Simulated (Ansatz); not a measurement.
Program: Ansatz. Geometries: PBE0-D4/def2-TZVP. ΔE: electronic, gas phase. CCSD(T)/CBS is the MP2 limit (def2-TZVPP, def2-QZVPP) plus CCSD(T) − MP2 in def2-TZVPP, frozen cores. This one scheme is used for every species. Functionals use def2-TZVPP. One conformer a species, not always the lowest.

`[AlH2][N]([SiH3])[SiH3]` + `NB(O)O` → `NB(O)O[SiH3]` + `[AlH2][NH][SiH3]`  (ligand exchange at the Si–N bond)

`[AlH2][N]([SiH3])[SiH3]`:

Z-matrix (Å, degrees):
```
Si
N 1 1.738
H 1 1.489 2 110.8
H 1 1.489 2 110.8 3 -119.4
H 1 1.485 2 109.2 3 120.3
Si 2 1.738 1 117.8 3 60.0
Al 2 1.796 1 121.1 3 -120.1
H 6 1.485 2 109.2 1 -179.7
H 6 1.489 2 110.8 1 -59.4
H 6 1.489 2 110.8 1 60.0
H 7 1.580 2 117.9 1 -179.8
H 7 1.580 2 117.9 1 0.2
```

`NB(O)O`:

Z-matrix (Å, degrees):
```
N
B 1 1.411
H 1 1.002 2 124.8
H 1 1.004 2 120.9 3 -179.9
O 2 1.371 1 118.3 3 179.9
O 2 1.379 1 123.9 3 -0.1
H 5 0.959 2 111.3 1 -180.0
H 6 0.957 2 114.5 1 0.0
```

`NB(O)O[SiH3]`:

Z-matrix (Å, degrees):
```
Si
O 1 1.646
H 1 1.484 2 106.5
H 1 1.486 2 111.2 3 -118.9
H 1 1.485 2 111.2 3 119.0
B 2 1.371 1 130.1 3 -179.9
O 6 1.376 2 117.3 1 0.0
N 6 1.410 2 118.8 1 -179.9
H 7 0.957 6 115.0 2 -180.0
H 8 1.004 6 120.8 2 -0.0
H 8 1.002 6 124.9 2 -180.0
```

`[AlH2][NH][SiH3]`:

```xyz
9

Al   -1.602    0.150   -0.765
N     0.154   -0.112   -0.611
Si    1.147   -0.071    0.801
H    -2.423    0.471    0.547
H    -2.231    0.045   -2.214
H     0.651   -0.316   -1.470
H     1.830   -1.373    1.046
H     0.264    0.236    1.955
H     2.210    0.970    0.711
```

| level | ΔE (kJ/mol) |
| --- | --- |
| LDA (SPW92) | -30.2 |
| PBE-D4 | -30.9 |
| CAM-B3LYP-D4 | -44.0 |
| PBE-QIDH | -35.5 |
| r2SCANh | -39.3 |
| CAM-B3LYP | -48.0 |
| RPA@PBE/def2-TZVPP | -38.0 |
| MP2/def2-TZVPP | -36.0 |

**Question.** What does CCSD(T)/CBS give? (Best estimate.)

**Answer.** Computed: -36.9 kJ/mol. The listed levels differ from it by 6.7, 6.0, -7.1, 1.4, -2.4, -11.1, -1.1, 0.9 kJ/mol.

Largest T1 diagnostic among the species: 0.012.

At CCSD(T), def2-SVP lies +4.5 kJ/mol from the extrapolated value and def2-TZVPP −0.3 kJ/mol. Leaving LDA and LC-ωPBE aside and taking each functional with its dispersion term where it has one, the values, not all of them listed here, spread over 15.3 kJ/mol, from B97M-V to revPBE-D4. LDA lies +5.1 kJ/mol from PBE without D4.
